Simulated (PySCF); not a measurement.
## Fractional electron number in Ca²⁺ (calcium, charge +2)

The 3p beta orbital of [Ar] is emptied in steps (occupation f), with all orbitals relaxed, ending at [Ne] 3s2 3p5. Calculation: PySCF 2.14, in x2c-TZVPall (6s5p3d, 36 functions); scalar relativity by spin-free X2C-1e. The exact energy is a straight line in f; departures are measured from the line between the end points of the same method.

Q: Among UHF, LDA, PBE, PBE0, r2SCAN, LC-wPBE, BHandHLYP, wB97X, HSE06, CAM-B3LYP, which shows the largest delocalisation error (convex curve), and which is closest to linear?

A: Most convex: LDA (-2.013 eV at f = 0.5); closest to linear: UHF (0.317 eV).

```csv
f,UHF (eV),LDA (eV),PBE (eV),PBE0 (eV),r2SCAN (eV),LC-wPBE (eV),BHandHLYP (eV),wB97X (eV),HSE06 (eV),CAM-B3LYP (eV)
1,0.000,0.000,0.000,0.000,0.000,0.000,0.000,0.000,0.000,0.000
0.75,0.242,-1.508,-1.464,-1.042,-1.352,-0.503,-0.628,-0.557,-1.120,-0.772
0.5,0.317,-2.013,-1.946,-1.384,-1.772,-0.663,-0.839,-0.734,-1.487,-1.029
0.25,0.233,-1.510,-1.452,-1.031,-1.303,-0.489,-0.630,-0.542,-1.109,-0.771
0,0.000,0.000,0.000,0.000,0.000,0.000,0.000,0.000,0.000,0.000
```

```json
{"method": "UHF", "E(f=0) − E(f=1) (eV)": "49.752", "−ε at f=1 (eV)": "51.072", "−ε at f=0.5 (eV)": "49.727"}
{"method": "LDA", "E(f=0) − E(f=1) (eV)": "51.139", "−ε at f=1 (eV)": "43.113", "−ε at f=0.5 (eV)": "51.134"}
{"method": "PBE", "E(f=0) − E(f=1) (eV)": "50.874", "−ε at f=1 (eV)": "43.057", "−ε at f=0.5 (eV)": "50.903"}
{"method": "PBE0", "E(f=0) − E(f=1) (eV)": "50.946", "−ε at f=1 (eV)": "45.375", "−ε at f=0.5 (eV)": "50.975"}
{"method": "r2SCAN", "E(f=0) − E(f=1) (eV)": "51.052", "−ε at f=1 (eV)": "43.756", "−ε at f=0.5 (eV)": "51.186"}
{"method": "LC-wPBE", "E(f=0) − E(f=1) (eV)": "51.038", "−ε at f=1 (eV)": "48.337", "−ε at f=0.5 (eV)": "51.074"}
{"method": "BHandHLYP", "E(f=0) − E(f=1) (eV)": "50.873", "−ε at f=1 (eV)": "47.527", "−ε at f=0.5 (eV)": "50.868"}
{"method": "wB97X", "E(f=0) − E(f=1) (eV)": "50.894", "−ε at f=1 (eV)": "47.907", "−ε at f=0.5 (eV)": "50.936"}
{"method": "HSE06", "E(f=0) − E(f=1) (eV)": "50.936", "−ε at f=1 (eV)": "44.948", "−ε at f=0.5 (eV)": "50.964"}
{"method": "CAM-B3LYP", "E(f=0) − E(f=1) (eV)": "50.996", "−ε at f=1 (eV)": "46.877", "−ε at f=0.5 (eV)": "51.000"}
```

Reference removal energy between the ground levels: 50.913 eV (measured; NIST Atomic Spectra Database, ionization energies). The calculation has no spin-orbit coupling. UHF lacks correlation.
